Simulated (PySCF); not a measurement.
Ligand exchange on a metal centre used in film growth or etching (Y F-NH2). All species are isolated molecules in the gas phase. One relaxed conformer stands for each flexible species; it need not be the lowest.

The LUMO from two functionals at the same geometries (r2SCAN-D4/def2-SVP), both in PySCF: PBE-D3(BJ)/def2-TZVP and TPSSh-D3(BJ)/def2-TZVP. 

```
species                                  PBE-D3(BJ)/def2-TZVP (eV)
---------------------------------------  -------------------------
0 of 3 F replaced by NH2 ([Y(F)3])                           -3.15
1 of 3 F replaced by NH2 ([Y(F)2(NH2)])                      -2.64
2 of 3 F replaced by NH2 ([Y(F)(NH2)2])                      -2.21
```

Question: What does TPSSh-D3(BJ)/def2-TZVP give for each?

Answer: 
- 0 of 3 F replaced by NH2 ([Y(F)3]): -2.61
- 1 of 3 F replaced by NH2 ([Y(F)2(NH2)]): -2.11
- 2 of 3 F replaced by NH2 ([Y(F)(NH2)2]): -1.69
Over these rows, drawn at random from the members with no instability flagged (it was tested for open shells, ions and some series alone), PBE minus TPSSh-D3(BJ): mean -0.53 eV, from -0.54 eV to -0.52 eV.
